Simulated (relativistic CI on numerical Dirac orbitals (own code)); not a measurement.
# Pm³⁴⁺: computed level list

Method of calculation: Dirac-Coulomb-Breit CI, separate exchange-only KLI orbitals for each configuration, a model potential for QED, unscaled Slater integrals (own radial code, finite nucleus).

Configuration list (outside the closed core [Ne]): 3s2 3p6 3d9, 3s2 3p5 3d10, 3s 3p6 3d10, 3s2 3p6 3d8 4s, 3s2 3p6 3d8 4p, 3s2 3p6 3d8 4d, 3s2 3p4 3d10 4s, 3s2 3p4 3d10 4p, 3s2 3p5 3d9 4s, 3s2 3p6 3d8 4f, 3s2 3p4 3d10 4d, 3s2 3p5 3d9 4p, 3s 3p5 3d10 4s, 3s2 3p6 3d7 4s2, 3s 3p5 3d10 4p, 3s2 3p6 3d7 4s 4p, 3s2 3p5 3d9 4d, 3s 3p6 3d9 4s, 3s2 3p6 3d8 5s, 3s 3p5 3d10 4d, 3s2 3p6 3d7 4p2, 3p6 3d10 4s, 3s2 3p6 3d8 5p, 3s2 3p6 3d7 4s 4d, 3s2 3p5 3d9 4f, 3s 3p6 3d9 4p, 3s2 3p6 3d8 5d, 3p6 3d10 4p, 3s2 3p6 3d7 4p 4d, 3s2 3p5 3d8 4s2, 3s2 3p6 3d8 5f, 3s2 3p6 3d8 5g, 3p6 3d10 4d, 3s2 3p5 3d8 4s 4p, 3s 3p6 3d9 4d, 3s2 3p6 3d7 4d2. Levels of other configurations are missing.

| No. | Configuration | Term | J | E (Ry) | % | Next component (%) | Lifetime (s) |
| --- | --- | --- | --- | --- | --- | --- | --- |
| 41 | 3s2 3p6 3d8 4p | 2P° | 3/2 | 76.2130 | 54 | 25 2D° | 2.72e-13 |
| 42 | 3s2 3p6 3d8 4p | 2P° | 1/2 | 76.2158 | 57 | 25 2S° | 7.98e-12 |
| 43 | 3s2 3p6 3d8 4p | 4G° | 5/2 | 76.6116 | 42 | 32 2F° | 2.05e-12 |
| 44 | 3s2 3p6 3d8 4p | 4F° | 3/2 | 76.8220 | 34 | 25 2P° | 4.60e-13 |
| 45 | 3s2 3p6 3d8 4p | 2P° | 3/2 | 77.1412 | 38 | 22 2D° | 1.57e-12 |
| 46 | 3s2 3p6 3d8 4p | 4G° | 9/2 | 77.2838 | 67 | 27 2G° | 9.47e-12 |
| 47 | 3s2 3p6 3d8 4p | 4D° | 5/2 | 77.3240 | 38 | 38 2F° | 1.69e-12 |
| 48 | 3s2 3p6 3d8 4p | 4F° | 7/2 | 77.3780 | 57 | 18 2G° | 2.48e-12 |
| 49 | 3s2 3p6 3d8 4p | 2D° | 3/2 | 77.4670 | 57 | 38 4D° | 2.69e-13 |
| 50 | 3s2 3p6 3d8 4p | 4P° | 5/2 | 77.7683 | 41 | 23 2F° | 1.44e-12 |
| 51 | 3s2 3p6 3d8 4p | 4D° | 7/2 | 77.8434 | 50 | 29 2G° | 5.99e-12 |
| 52 | 3s2 3p6 3d8 4p | 4D° | 1/2 | 77.8561 | 52 | 34 2P° | 1.29e-12 |
| 53 | 3s2 3p6 3d8 4p | 2D° | 3/2 | 77.9302 | 34 | 30 2P° | 3.35e-13 |
| 54 | 3s2 3p6 3d8 4p | 2P° | 1/2 | 78.0298 | 31 | 28 4D° | 1.08e-12 |
| 55 | 3s2 3p6 3d8 4p | 2H° | 11/2 | 78.0922 | 91 | 9 4G° | 9.82e-12 |
| 56 | 3s2 3p6 3d8 4p | 2F° | 5/2 | 78.1303 | 85 | 11 2D° | 2.83e-13 |
| 57 | 3s2 3p6 3d8 4p | 4D° | 5/2 | 78.2023 | 57 | 33 2D° | 6.48e-12 |
| 58 | 3s2 3p6 3d8 4p | 2P° | 1/2 | 78.3188 | 73 | 21 2S° | 2.63e-13 |
| 59 | 3s2 3p6 3d8 4p | 4S° | 3/2 | 78.3365 | 43 | 33 2D° | 4.08e-12 |
| 60 | 3s2 3p6 3d8 4p | 2G° | 7/2 | 78.3537 | 62 | 33 2F° | 2.38e-12 |
| 61 | 3s2 3p6 3d8 4p | 2G° | 9/2 | 78.4740 | 76 | 19 2H° | 8.55e-12 |
| 62 | 3s2 3p6 3d8 4p | 2P° | 3/2 | 79.4208 | 27 | 25 2D° | 9.52e-12 |
| 63 | 3s2 3p6 3d8 4p | 2D° | 5/2 | 79.5057 | 31 | 29 2F° | 1.37e-12 |
| 64 | 3s2 3p6 3d8 4p | 2F° | 7/2 | 79.5429 | 40 | 28 2G° | 8.76e-12 |
| 65 | 3s2 3p6 3d8 4p | 2P° | 1/2 | 79.6473 | 49 | 41 4D° | 8.89e-13 |
| 66 | 3s2 3p6 3d8 4p | 2P° | 3/2 | 80.9712 | 63 | 13 2D° | 3.67e-12 |
| 67 | 3s2 3p6 3d8 4d | 4P | 5/2 | 83.0715 | 40 | 35 4D | 3.98e-12 |
| 68 | 3s2 3p6 3d8 4d | 4D | 7/2 | 83.1790 | 52 | 29 4F | 3.98e-12 |
| 69 | 3s2 3p6 3d8 4d | 2H | 11/2 | 83.2770 | 46 | 34 4H | 3.62e-12 |
| 70 | 3s2 3p6 3d8 4d | 4G | 9/2 | 83.3730 | 36 | 26 4F | 3.59e-12 |

Energies count from the lowest computed level; ° marks odd parity; lifetimes are radiative, by E1, M1, E2, M2 decay to levels of this space only.

The mean weight of the leading LS term, summed over parents, in these 30 levels is 51 %, and that of the leading jj configuration (from the same eigenvectors) 92 %, so jj coupling describes them better and the LS labels are nominal.

At this charge energies of transitions that change n are usually good to better than 1 %, and those within a shell (Δn = 0) to a few per cent.

LS names give the leading component of a level, which can be under half, so a name can repeat, a term be missing and a line seem to break the LS rules.
